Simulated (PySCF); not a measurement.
Electron correlation in Hf⁺ (hafnium, charge +1)

[Xe] 4f14 5d1 6s1 6p1, one real determinant (an excited configuration). Calculation: PySCF 2.14, in def2-TZVPPD with the def2 core potential (60 electrons) (6s5p3d2f1g, 59 functions); a scalar-relativistic core potential. Frozen: nothing; 11 electrons correlated.

| level | correlation energy (mhartree) |
| --- | --- |
| CCSD | -195.44 |
| (T) | -3.99 |
| CCSD(T) | -199.43 |

Diagnostics: T1 = 0.020, D1 = 0.0881, largest double amplitude 0.051.

The real determinant used has ⟨L²⟩ near 8 against 12 for a pure F term, so it mixes terms. Spin-orbit coupling, absent here, splits the open shell strongly.

Cost of the coupled-cluster step: roughly 13 core-seconds, for 11 correlated electrons.

Iterations:

```
CC2 = 0
CCSD nocc = (np.int64(7), np.int64(4)), nmo = (59, 59)
frozen orbitals [[], []]
max_cycle = 100
direct = 0
conv_tol = 1e-08
conv_tol_normt = 1e-06
diis_space = 8
diis_start_cycle = 0
Init t2, MP2 energy = -0.184837759945827
Init E_corr(UCCSD) = -0.18483775995015
cycle = 1  E_corr(UCCSD) = -0.191788031666983  dE = -0.00695027172  norm(t1,t2) = 0.037857
cycle = 2  E_corr(UCCSD) = -0.194221607577246  dE = -0.00243357591  norm(t1,t2) = 0.0159248
cycle = 3  E_corr(UCCSD) = -0.195344416431471  dE = -0.00112280885  norm(t1,t2) = 0.0104755
cycle = 4  E_corr(UCCSD) = -0.195272561090591  dE = 7.18553409e-05  norm(t1,t2) = 0.0066868
cycle = 5  E_corr(UCCSD) = -0.195330589674969  dE = -5.80285844e-05  norm(t1,t2) = 0.00385773
cycle = 6  E_corr(UCCSD) = -0.195460856139806  dE = -0.000130266465  norm(t1,t2) = 0.00177377
cycle = 7  E_corr(UCCSD) = -0.195430429408923  dE = 3.04267309e-05  norm(t1,t2) = 0.000993213
cycle = 8  E_corr(UCCSD) = -0.19543335922926  dE = -2.92982034e-06  norm(t1,t2) = 0.000530057
cycle = 9  E_corr(UCCSD) = -0.195436063286729  dE = -2.70405747e-06  norm(t1,t2) = 0.000171038
cycle = 10  E_corr(UCCSD) = -0.195435350735273  dE = 7.12551456e-07  norm(t1,t2) = 6.63349e-05
cycle = 11  E_corr(UCCSD) = -0.195435768169624  dE = -4.17434351e-07  norm(t1,t2) = 3.82684e-05
cycle = 12  E_corr(UCCSD) = -0.195435307555136  dE = 4.60614488e-07  norm(t1,t2) = 2.76926e-05
cycle = 13  E_corr(UCCSD) = -0.19543495451359  dE = 3.53041546e-07  norm(t1,t2) = 1.77646e-05
cycle = 14  E_corr(UCCSD) = -0.195435058855409  dE = -1.04341819e-07  norm(t1,t2) = 7.49687e-06
cycle = 15  E_corr(UCCSD) = -0.195435168467013  dE = -1.09611603e-07  norm(t1,t2) = 2.57297e-06
cycle = 16  E_corr(UCCSD) = -0.195435168952599  dE = -4.85586238e-10  norm(t1,t2) = 1.59117e-06
cycle = 17  E_corr(UCCSD) = -0.195435178430189  dE = -9.47759035e-09  norm(t1,t2) = 1.14482e-06
cycle = 18  E_corr(UCCSD) = -0.195435207999754  dE = -2.95695646e-08  norm(t1,t2) = 5.7107e-07
cycle = 19  E_corr(UCCSD) = -0.195435213002284  dE = -5.00253025e-09  norm(t1,t2) = 1.1718e-07
UCCSD converged
E(UCCSD) = -47.2442863183948  E_corr = -0.1954352130022839
UCCSD(T) correction = -0.00399485110319618
```

The reference is one real determinant that mixes LS terms of this configuration.

The basis has no tight functions for the innermost shells, so their pair energies are far from complete.

This basis was not built for core-valence correlation, so the inner-shell part is incomplete.
